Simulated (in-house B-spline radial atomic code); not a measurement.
**Ionising the tin ion Sn²⁺ with different functionals**

Computed with an all-electron radial atomic-structure program (B-spline basis): four-component Dirac-Coulomb Hamiltonian, Fermi nucleus of rms radius 4.6519 fm, spin-restricted, spherical fractional occupations for the functionals. The ionisation energy is the difference of two self-consistent energies, [Kr] 4d10 5s2 → [Kr] 4d10 5s1, without Breit or QED terms; ε is the level of the shell that loses the electron (mean over j).

Hybrids are left out here: with spherical fractional occupations of an open shell their exact exchange keeps a self-interaction that integer-occupation calculations don't have.

| method | rung | ΔSCF (eV) | -ε(5s) (eV) |
| --- | --- | --- | --- |
| LDA VWN5 | LDA | 31.45 | 26.53 |
| relativistic LDA | LDA | 31.40 | 26.48 |
| LDA PW92 | LDA | 31.44 | 26.52 |
| LDA exchange-only | LDA | 30.14 | 25.23 |
| PBE | GGA | 30.97 | 26.09 |
| PBEsol | GGA | 31.01 | 26.15 |
| BLYP | GGA | 31.09 | 26.14 |
| RPBE | GGA | 30.76 | 25.91 |
| PW91 | GGA | 31.07 | 26.19 |
| BP86 | GGA | 31.17 | 26.31 |
| AM05 | GGA | 30.98 | 26.12 |
| OLYP | GGA | 30.57 | 25.72 |

**Question.** How do they compare with the NIST value?

**Answer.** NIST lists 30.506 eV ± 0.003 (measured, ground level to ground level). Errors run from -0.36 to +0.94 eV; OLYP is closest (+0.06 eV), but part of that can be cancellation, since the calculations leave out Breit-QED terms, spin polarisation.
